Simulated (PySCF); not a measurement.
**Electronic structure of O (oxygen, neutral) at the UHF level**

Configuration: [He] 2s2 2p4, high-spin 3P determinant. Calculation: PySCF 2.14, in aug-cc-pVQZ-DK (6s5p4d3f2g, 80 functions); scalar relativity by spin-free X2C-1e.

```
Total energy                                                  : -74.869832 hartree
One-electron energy                                           : -103.3187 hartree
Hartree (Coulomb) energy                                      : 36.6753 hartree
Exchange energy                                               : -8.2264 hartree
⟨S²⟩                                                          : 2.0093
⟨L²⟩                                                          : 2.017
Sum of ⟨r⟩                                                    : 7.616 bohr
Sum of ⟨r²⟩                                                   : 11.22 bohr²
Traceless quadrupole moment −½Σ⟨3z² − r²⟩ along its main axis : -0.954 e·bohr²
Langevin diamagnetic susceptibility                           : -8.89 ×10⁻⁶ cm³/mol
```

```json
{"shell": "1s α", "electrons": "1", "mean orbital energy (hartree)": "-20.72348", "spread (hartree)": "0", "rms radius, mean of both spins (bohr)": "0.230"}
{"shell": "1s β", "electrons": "1", "mean orbital energy (hartree)": "-20.64484", "spread (hartree)": "0", "rms radius, mean of both spins (bohr)": "0.230"}
{"shell": "2s α", "electrons": "1", "mean orbital energy (hartree)": "-1.42065", "spread (hartree)": "0", "rms radius, mean of both spins (bohr)": "1.26"}
{"shell": "2s β", "electrons": "1", "mean orbital energy (hartree)": "-1.07778", "spread (hartree)": "0", "rms radius, mean of both spins (bohr)": "1.26"}
{"shell": "2p α", "electrons": "3", "mean orbital energy (hartree)": "-0.67760", "spread (hartree)": "0.09941", "rms radius, mean of both spins (bohr)": "1.41"}
{"shell": "2p β", "electrons": "1", "mean orbital energy (hartree)": "-0.52139", "spread (hartree)": "0", "rms radius, mean of both spins (bohr)": "1.41"}
```

Spin-orbit constants ζ (cm⁻¹) from the X2C one-electron operator on these orbitals: bare nucleus, nucleus screened by l(l+1)(2l+1)/3 electrons, and screened by the Breit-Pauli mean field of the electrons.

```tsv
shell	bare	screened nucleus	mean field
2p	240.6	180.4	154.5
```

To first order the Landé constant is A = -77.25 cm⁻¹, so the lowest level has J = 2 and lies 0.00958 eV below the centre of the term. This holds in LS coupling only.
